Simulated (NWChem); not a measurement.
MoOF4; SMILES [O]=[Mo]([F])([F])([F])[F]

```xyz
6

Mo     0.0005    -0.0783     0.0003
O      0.0104    -1.7453     0.0055
F     -0.0121     1.8199    -0.0057
F      0.2427     0.0566     1.7872
F      1.4265     0.0549    -1.1036
F     -1.6694     0.0368    -0.6839
```
Atoms are numbered in this order, from 1.

Level: PBE0/def2-SVP with def2 effective core potentials on Mo (NWChem), optimised geometry, unscaled harmonic frequencies. def2 effective core potentials on Mo; no spin-orbit coupling.

| frequency (cm⁻¹) | IR intensity (km/mol) |
|---|---|
| 55 | 7.0 |
| 56 | 6.9 |
| 223 | 27.9 |
| 223 | 27.9 |
| 315 | 11.8 |
| 347 | 2.3 |
| 347 | 2.3 |
| 638 | 95.3 |
| 735 | 52.5 |
| 763 | 181.3 |
| 763 | 181.2 |
| 1071 | 197.1 |

| Property | Result |
|---|---|
| zero-point energy | 7.9 kcal/mol |
| thermal correction to the enthalpy at 298.15 K (with zero-point energy) | 13.0 kcal/mol |
| heat capacity Cv | 21.8 cal/(mol K) |
| entropy at 298.15 K and 1 atm (symmetry number 3) | 84.8 cal/(mol K) |

Rigid rotor and harmonic oscillator; modes under 100 cm⁻¹ make the entropy uncertain.
